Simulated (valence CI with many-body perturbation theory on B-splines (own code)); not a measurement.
# E1 line list for Sb XXXVII

Level of theory: relativistic CI+MBPT: five valence electrons over a frozen Dirac-Fock core [Ne], a basis of 9 s, 9 p, 8 d, 6 f, 3 g, 1 h functions for each j, with the one-electron correlation potential Σ1 (screened to all orders), the two-electron term Σ2, the three-electron term Σ3, Breit, model QED; selected single and double excitations, second order for the rest (own B-spline code, finite nucleus).

The last digits are not significant, and no measured levels were compared; by estimate large intervals hold to a few tenths of a per cent, small ones and those within an open d or f shell to about a per cent. Among the levels kept, up to 540 cm⁻¹ of a level comes from second order outside the variational space, and about a tenth of that is noise between levels of different J, which matters for small intervals.

Lines 101 to 150 of 208 in falling wavelength, among levels below 2562600 cm⁻¹, chosen from the strongest by gf and those to the six lowest levels. Wavelengths and rates use the calculated energies. Electric multipoles are in the length gauge, E1 and E2 with the static RPA response of the core. Weak lines are less certain than strong ones. Lines between different terms over intervals too small for the method are left out, as are lines whose strength nearly cancels. Where a level lies close to another of its J and parity, the split of strength between their lines is uncertain. The highest levels of a list are the least certain.

Levels are named by their leading jj configuration (3d3/2^4 stands for four electrons in 3d with j = 3/2), which in mixed levels can hold well under half, so a name can repeat and another be missing. Letters in brackets count levels of one name in rising energy.

| λ vac (Å) | Upper | Lower | A (s⁻¹) | log gf | Branch % |
| --- | --- | --- | --- | --- | --- |
| 88.19 | (3s^2 3p1/2 3p3/2 3d3/2) J=3/2 [a] | (3s^2 3p1/2 3p3/2^2) J=3/2 | 4.12e+06 | -4.72 | 0.0 |
| 87.86 | (3s 3p1/2^2 3p3/2 3d3/2) J=5/2 [a] | (3s 3p1/2^2 3p3/2^2) J=5/2 | 1.81e+09 | -1.90 | 17.2 |
| 87.67 | (3s^2 3p1/2 3p3/2 3d3/2) J=1/2 [a] | (3s^2 3p1/2 3p3/2^2) J=3/2 | 1.53e+07 | -4.45 | 0.4 |
| 87.22 | (3s 3p1/2^2 3p3/2 3d3/2) J=3/2 [a] | (3s 3p1/2^2 3p3/2^2) J=5/2 | 3.79e+09 | -1.76 | 26.8 |
| 86.38 | (3s 3p1/2^2 3p3/2 3d3/2) J=5/2 [b] | (3s 3p1/2^2 3p3/2^2) J=3/2 | 2.42e+09 | -1.79 | 2.2 |
| 85.92 | (3s 3p1/2^2 3p3/2 3d3/2) J=7/2 | (3s 3p1/2^2 3p3/2^2) J=5/2 | 8.56e+08 | -2.12 | 12.1 |
| 84.99 | (3s 3p1/2^2 3p3/2^2) J=5/2 | (3s^2 3p1/2^2 3p3/2) J=3/2 | 9.32e+08 | -2.22 | 16.2 |
| 84.57 | (3s^2 3p3/2^2 3d5/2) J=1/2 | (3s^2 3p3/2^3) J=3/2 | 1.52e+09 | -2.49 | 6.8 |
| 84.45 | (3s^2 3p1/2 3p3/2 3d5/2) J=7/2 [a] | (3s^2 3p1/2 3p3/2^2) J=5/2 | 1.57e+08 | -2.87 | 99.5 |
| 84.33 | (3s 3p1/2^2 3p3/2 3d3/2) J=5/2 [a] | (3s^2 3p1/2^2 3d3/2) J=3/2 | 1.42e+08 | -3.04 | 1.3 |
| 84.25 | (3s^2 3p1/2 3p3/2 3d5/2) J=5/2 [a] | (3s^2 3p1/2 3p3/2^2) J=5/2 | 5.78e+08 | -2.43 | 27.9 |
| 84.07 | (3s 3p1/2 3p3/2^3) J=3/2 [a] | (3s^2 3p1/2 3p3/2^2) J=3/2 | 3.38e+09 | -1.84 | 63.2 |
| 83.93 | (3s 3p1/2^2 3p3/2 3d3/2) J=1/2 [b] | (3s 3p1/2^2 3p3/2^2) J=1/2 | 2.41e+09 | -2.29 | 1.9 |
| 83.74 | (3s 3p1/2^2 3p3/2 3d3/2) J=3/2 [a] | (3s^2 3p1/2^2 3d3/2) J=3/2 | 7.70e+08 | -2.49 | 5.4 |
| 83.57 | (3s 3p1/2^2 3p3/2 3d3/2) J=1/2 [a] | (3s^2 3p1/2^2 3d3/2) J=3/2 | 4.11e+08 | -3.07 | 4.9 |
| 82.35 | (3s^2 3p1/2 3p3/2 3d3/2) J=1/2 [b] | (3s^2 3p1/2 3p3/2^2) J=1/2 | 2.21e+09 | -2.35 | 0.7 |
| 82.09 | (3s^2 3p3/2^2 3d3/2) J=5/2 | (3s^2 3p3/2^3) J=3/2 | 4.59e+09 | -1.56 | 1.1 |
| 81.92 | (3s^2 3p3/2^2 3d3/2) J=1/2 | (3s^2 3p3/2^3) J=3/2 | 4.14e+09 | -2.08 | 0.8 |
| 81.78 | (3s^2 3p3/2^2 3d3/2) J=3/2 [a] | (3s^2 3p3/2^3) J=3/2 | 1.35e+08 | -3.27 | 0.0 |
| 81.31 | (3s^2 3p1/2 3p3/2 3d3/2) J=3/2 [b] | (3s^2 3p1/2 3p3/2^2) J=1/2 | 3.52e+08 | -2.86 | 0.1 |
| 80.60 | (3s 3p1/2 3p3/2^3) J=3/2 [b] | (3s^2 3p1/2 3p3/2^2) J=1/2 | 4.01e+07 | -3.81 | 0.0 |
| 80.14 | (3s^2 3p1/2 3p3/2 3d5/2) J=5/2 [a] | (3s^2 3p1/2 3p3/2^2) J=3/2 | 2.56e+08 | -2.83 | 12.3 |
| 79.83 | (3s 3p1/2^2 3p3/2 3d3/2) J=3/2 [b] | (3s 3p1/2^2 3p3/2^2) J=5/2 | 3.31e+09 | -1.90 | 6.8 |
| 78.98 | (3s^2 3p1/2 3p3/2 3d3/2) J=5/2 [b] | (3s^2 3p1/2 3p3/2^2) J=5/2 | 3.35e+07 | -3.73 | 0.0 |
| 77.68 | (3s^2 3p1/2 3p3/2 3d5/2) J=1/2 [a] | (3s^2 3p1/2 3p3/2^2) J=1/2 | 3.45e+09 | -2.20 | 1.3 |
| 76.91 | (3s 3p1/2^2 3p3/2 3d3/2) J=3/2 [b] | (3s^2 3p1/2^2 3d3/2) J=3/2 | 3.24e+10 | -0.94 | 66.4 |
| 76.64 | (3s^2 3p1/2 3p3/2 3d3/2) J=3/2 [b] | (3s^2 3p1/2 3p3/2^2) J=5/2 | 1.12e+09 | -2.40 | 0.2 |
| 76.01 | (3s 3p1/2 3p3/2^3) J=3/2 [b] | (3s^2 3p1/2 3p3/2^2) J=5/2 | 7.10e+09 | -1.61 | 5.1 |
| 75.54 | (3s 3p1/2^2 3p3/2 3d5/2) J=5/2 | (3s 3p1/2^2 3p3/2^2) J=5/2 | 3.49e+10 | -0.75 | 74.7 |
| 75.35 | (3s^2 3p1/2 3p3/2 3d3/2) J=5/2 [b] | (3s^2 3p1/2 3p3/2^2) J=3/2 | 2.69e+10 | -0.86 | 7.9 |
| 75.34 | (3s^2 3p3/2^2 3d3/2) J=3/2 [b] | (3s^2 3p3/2^3) J=3/2 | 1.50e+10 | -1.29 | 3.9 |
| 74.88 | (3s^2 3p1/2^2 3d5/2) J=5/2 | (3s^2 3p1/2^2 3p3/2) J=3/2 | 6.03e+10 | -0.52 | 95.7 |
| 74.50 | (3s 3p1/2^2 3p3/2 3d5/2) J=3/2 | (3s 3p1/2^2 3p3/2^2) J=5/2 | 1.99e+10 | -1.18 | 41.8 |
| 74.18 | (3s^2 3p1/2 3p3/2 3d5/2) J=3/2 | (3s^2 3p1/2 3p3/2^2) J=1/2 | 3.81e+10 | -0.90 | 23.3 |
| 74.08 | (3s^2 3p3/2^2 3d5/2) J=5/2 [a] | (3s^2 3p3/2^3) J=3/2 | 3.75e+07 | -3.73 | 1.8 |
| 74.06 | (3s^2 3p1/2 3p3/2 3d3/2) J=1/2 [b] | (3s^2 3p1/2 3p3/2^2) J=3/2 | 1.48e+10 | -1.61 | 4.7 |
| 73.63 | (3s 3p1/2^2 3p3/2 3d3/2) J=5/2 [b] | (3s 3p1/2^2 3p3/2^2) J=5/2 | 1.41e+09 | -2.16 | 1.3 |
| 73.49 | (3s^2 3p1/2 3p3/2 3d5/2) J=7/2 [b] | (3s^2 3p1/2 3p3/2^2) J=5/2 | 8.24e+10 | -0.27 | 100.0 |
| 73.33 | (3s 3p1/2^2 3p3/2^2) J=1/2 | (3s^2 3p1/2^2 3p3/2) J=3/2 | 4.87e+10 | -1.10 | 85.1 |
| 73.30 | (3s^2 3p1/2 3p3/2 3d5/2) J=5/2 [b] | (3s^2 3p1/2 3p3/2^2) J=5/2 | 3.11e+10 | -0.82 | 14.9 |
| 73.22 | (3s^2 3p1/2 3p3/2 3d3/2) J=3/2 [b] | (3s^2 3p1/2 3p3/2^2) J=3/2 | 9.22e+09 | -1.53 | 1.7 |
| 72.92 | (3s 3p1/2^2 3p3/2 3d5/2) J=5/2 | (3s^2 3p1/2^2 3d3/2) J=3/2 | 7.66e+07 | -3.44 | 0.2 |
| 72.64 | (3s 3p1/2 3p3/2^3) J=3/2 [b] | (3s^2 3p1/2 3p3/2^2) J=3/2 | 7.92e+10 | -0.60 | 57.2 |
| 72.61 | (3s 3p1/2^2 3p3/2^2) J=3/2 | (3s^2 3p1/2^2 3p3/2) J=3/2 | 7.98e+10 | -0.60 | 86.5 |
| 71.94 | (3s 3p1/2^2 3p3/2 3d5/2) J=3/2 | (3s^2 3p1/2^2 3d3/2) J=3/2 | 7.17e+09 | -1.65 | 15.0 |
| 71.14 | (3s 3p1/2^2 3p3/2 3d3/2) J=5/2 [b] | (3s^2 3p1/2^2 3d3/2) J=3/2 | 9.24e+10 | -0.38 | 83.8 |
| 70.95 | (3s 3p1/2 3p3/2^3) J=3/2 [c] | (3s^2 3p1/2 3p3/2^2) J=1/2 | 4.63e+10 | -0.85 | 14.5 |
| 70.27 | (3s^2 3p1/2 3p3/2 3d5/2) J=3/2 | (3s^2 3p1/2 3p3/2^2) J=5/2 | 6.90e+10 | -0.69 | 42.3 |
| 70.26 | (3s^2 3p1/2 3p3/2 3d5/2) J=1/2 [a] | (3s^2 3p1/2 3p3/2^2) J=3/2 | 7.89e+10 | -0.93 | 30.2 |
| 70.16 | (3s^2 3p1/2 3p3/2 3d5/2) J=5/2 [b] | (3s^2 3p1/2 3p3/2^2) J=3/2 | 5.43e+10 | -0.62 | 25.9 |
